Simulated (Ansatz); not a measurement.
Reaction (homolysis of the H–Sn bond): `[OH][SnH2][F]` → H• + `[OH][SnH][F]`•

Gas-phase electronic energies from Ansatz, PBE0-D4/def2-TZVP geometries. CCSD(T)/CBS adds triple-zeta CCSD(T) − MP2 to the extrapolated MP2 energy (def2 sets, frozen cores). This one scheme is used for every species, atoms too. Functionals use def2-TZVPP. Open shells (•) are unrestricted, without spin–orbit coupling. def2 core potentials past Kr. Bonds to Sn are less sure, by a few kJ/mol each and by 10 to 20 or more in all where they break to atoms, as the def2 sets lack core-valence functions. One conformer a species, not always the lowest.

`[OH][SnH2][F]`:

```xyz
6

O    -0.765    0.587   -1.170
Sn    0.228   -0.394    0.189
F     1.423    0.892    0.971
H    -1.284    1.317   -0.823
H    -0.772   -0.877    1.478
H     1.171   -1.524   -0.645
```

`[OH][SnH][F]`•:

```xyz
5

O     0.544   -0.723   -1.012
Sn   -0.723    0.386   -0.005
F     0.437    1.351    1.206
H     1.392   -0.294   -1.162
H    -1.649   -0.720    0.973
```

```tsv
level	ΔE (eV)
CAM-B3LYP-D4	3.28
revPBE	2.96
PBE0	3.15
BHLYP	3.27
```

Task: What does CCSD(T)/CBS give? (Best estimate.)

Result: Computed: +3.43 eV. The listed levels differ from it by -0.15, -0.47, -0.28, -0.16 eV.

Task: What do rigid-rotor, harmonic-oscillator terms from PBE0-D4/def2-TZVP frequencies (298.15 K, 1 bar) make of the CCSD(T)/CBS value? (An estimate is asked.)

Result: Ansatz gave: ΔZPE = -0.22 eV, ΔH = +3.26 eV, ΔS = 117 J/(mol·K), ΔG = +2.90 eV. Open shells count their whole term as degenerate.

Largest T1 diagnostic among the species: 0.018.

In def2-TZVPP, CCSD(T) changes the Hartree–Fock value by +0.78 eV (the triples alone add −0.00 eV) and MP2 by +0.67 eV; breaking electron pairs costs correlation energy, which Hartree–Fock lacks. At CCSD(T), def2-SVP lies −0.16 eV from the extrapolated value and def2-TZVPP −0.05 eV: correlation converges slowly with the basis, and small sets miss more of it in the bonded molecule than in its fragments.
